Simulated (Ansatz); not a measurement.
Cost and result up the ladder for the cluster Rb₃F₃ (6 atoms). Charge 0, multiplicity 1. Geometry: PBE0-D4/def2-SVP.

```xyz
6

Rb   -2.343   -0.946   -0.658
Rb    2.168   -1.142   -0.899
Rb    0.174    2.087    1.556
F    -0.156   -1.863   -1.395
F     2.095    0.835    0.604
F    -1.939    1.029    0.792
```

Ansatz on 4 threads of Arm Neoverse V1 on a shared host. Times are rough, and most runs start from the orbitals of an earlier one. PBE0-D4/def2-TZVP serves as the yardstick here, not as an exact answer. Differences are given only for rows in sets of like size (and for xTB, whose basis is part of the method), since another set adds its own error. Binding counts from free atoms at the same level (Rb doublet, F doublet; other spins of the atoms weren't run), without zero-point energy or a counterpoise term.

In the def2 sets Rb takes a core potential; there is no spin–orbit coupling. HSE06 is defined as in plane-wave codes, on full-range PBE exchange. Correlated methods freeze 3 core orbitals; core or outer-core shells of Rb are correlated, in sets that lack core-valence functions. The rows differ in basis, and correlated rows in double-zeta sets carry the largest basis error. The structure comes from a short search, and lower isomers may exist.

Correlated methods converge slowly with the basis, most of all in double-zeta sets.

```csv
level,functions,wall time,binding energy per atom (eV),difference from PBE0-D4/def2-TZVP (eV)
HSE06-D4/def2-TZVP,192,3.1 s,2.93,-0.01
PBE-D4/def2-TZVP (with forces),192,3.3 s,3.07,0.13
PBE0-D4/def2-TZVP,192,3.4 s,2.94,0.00
r2SCAN-D4/def2-TZVP,192,4.5 s,3.02,0.09
B97M-V/def2-TZVP,192,15 s,2.93,0.00
CCSD(T)/def2-SVP,114,20 s,2.69,–
```
